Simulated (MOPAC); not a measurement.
A run for MOPAC: PM6 on H2OSe (SMILES O[SeH]), a point of a torsion scan.

```
PM6 1SCF PRECISE CHARGE=0 THREADS=1
H2OSe

O     -0.94092538 1     0.23059243 1     0.29719128 1
Se     0.74978824 1     0.71678674 1    -0.20659783 1
H     -1.27594461 1    -0.44203090 1    -0.29733076 1
H      0.85291471 1    -0.18116943 1    -1.35498424 1
```

The log:

```
*******************************************************************************
 **                                                                           **
 **                              MOPAC v23.2.5                                **
 **                                                                           **
 *******************************************************************************
 ** MOPAC's Digital Object Identifier: https://doi.org/10.5281/zenodo.6511958 **
 **                                                                           **
 ** Please cite the open-source release paper for use of this MOPAC version:  **
 ** J. E. Moussa and J. J. P. Stewart (2026)                                  **
 ** MOPAC: An open-source semiempirical molecular orbital program             **
 ** J. Open Source Softw., 11(119), 8025, https://doi.org/10.21105/joss.08025 **
 *******************************************************************************

                              PM6 CALCULATION RESULTS

 *******************************************************************************
 *  PM6        - The PM6 Hamiltonian to be used
 *
 *
 *
 *                 CHARGE ON SYSTEM = 0
 *
 *
 *
 *  PRECISE    - TIGHTER CRITERIA TO BE USED
 *  1SCF       - DO 1 SCF AND THEN STOP
 *  THREADS=1  - MULTI-THREADING NOT USED
 *  T=         - A TIME OF 172800.0 SECONDS REQUESTED
 *  DUMP=N     - RESTART FILE WRITTEN EVERY 7200.0 SECONDS REQUESTED
 *******************************************************************************
PM6 1SCF PRECISE CHARGE=0 THREADS=1
 H2OSe

   ATOM   CHEMICAL          X               Y               Z
  NUMBER   SYMBOL      (ANGSTROMS)     (ANGSTROMS)     (ANGSTROMS)

     1       O         -0.94092538  *   0.23059243  *   0.29719128  *
     2      Se          0.74978824  *   0.71678674  *  -0.20659783  *
     3       H         -1.27594461  *  -0.44203090  *  -0.29733076  *
     4       H          0.85291471  *  -0.18116943  *  -1.35498424  *



          CARTESIAN COORDINATES

    NO.       ATOM           X           Y           Z

     1         O         -0.9409      0.2306      0.2972
     2        Se          0.7498      0.7168     -0.2066
     3         H         -1.2759     -0.4420     -0.2973
     4         H          0.8529     -0.1812     -1.3550

 General Reference for PM6:
 "Optimization of Parameters for Semiempirical Methods V: Modification of NDDO Approximations
 and Application to 70 Elements", J. J. P. Stewart, J. Mol. Mod., 13, 1173-1213 (2007)
 URL: https://link.springer.com/article/10.1007/s00894-007-0233-4

           Empirical Formula: H2 O Se  =     4 atoms



      MOLECULAR POINT GROUP   :   Cs


      RHF CALCULATION, NO. OF DOUBLY OCCUPIED LEVELS = 7


 -------------------------------------------------------------------------------
 PM6 1SCF PRECISE CHARGE=0 THREADS=1
 H2OSe



     1SCF WAS SPECIFIED, SO BFGS WAS NOT USED
     SCF FIELD WAS ACHIEVED


                              PM6 CALCULATION
                                                       MOPAC v23.2.5 Linux




          FINAL HEAT OF FORMATION =        -33.19089 KCAL/MOL =    -138.87067 KJ/MOL


          COSMO AREA              =         77.03 SQUARE ANGSTROMS
          COSMO VOLUME            =         60.09 CUBIC ANGSTROMS

          IONIZATION POTENTIAL    =          8.495625 EV
          HOMO LUMO ENERGIES (EV) =         -8.496 -1.038
          NO. OF FILLED LEVELS    =          7
          MOLECULAR WEIGHT        =         96.9752         POINT GROUP:  Cs

          MOLECULAR DIMENSIONS (Angstroms)

            Atom       Atom       Distance
            H     4    O     1     2.47328
            H     3   Se     2     1.99418
            H     3    H     4     0.00000


          SCF CALCULATIONS        =          1





   ATOM   CHEMICAL          X               Y               Z
  NUMBER   SYMBOL      (ANGSTROMS)     (ANGSTROMS)     (ANGSTROMS)

     1       O         -0.94092538  *   0.23059243  *   0.29719128  *
     2      Se          0.74978824  *   0.71678674  *  -0.20659783  *
     3       H         -1.27594461  *  -0.44203090  *  -0.29733076  *
     4       H          0.85291471  *  -0.18116943  *  -1.35498424  *

                             CARTESIAN COORDINATES

   1    O       -0.940925380     0.230592430     0.297191280
   2   Se        0.749788240     0.716786740    -0.206597830
   3    H       -1.275944610    -0.442030900    -0.297330760
   4    H        0.852914710    -0.181169430    -1.354984240


           Empirical Formula: H2 O Se  =     4 atoms



      MOLECULAR POINT GROUP   :   Cs


                  EIGENVALUES
 -29.16019 -22.16619 -17.43032 -13.82475 -13.00300 -12.47607  -8.49563  -1.03811
   1.48371   5.18361


              NET ATOMIC CHARGES AND DIPOLE CONTRIBUTIONS

  ATOM NO.   TYPE          CHARGE      No. of ELECS.   s-Pop       p-Pop
    1          O          -0.583564        6.5836     1.82962     4.75395
    2         Se           0.206473        5.7935     1.97984     3.81368
    3          H           0.306415        0.6936     0.69359
    4          H           0.070676        0.9293     0.92932
 DIPOLE           X         Y         Z       TOTAL
 POINT-CHG.     1.793    -0.648    -1.935     2.716
 HYBRID        -0.510    -0.668    -0.476     0.966
 SUM            1.282    -1.316    -2.412     3.032


          ATOMIC ORBITAL ELECTRON POPULATIONS

     Atom    s        px        py        pz
    1  O   1.82962   1.41872   1.69432   1.64091
    2 Se   1.97984   0.91156   1.51516   1.38697
    3  H   0.69359
    4  H   0.92932

 **********************
 *                    *
 * JOB ENDED NORMALLY *
 *                    *
 **********************




 == MOPAC DONE ==
```

The run finished.

Cost: very roughly 0.04 core-seconds.
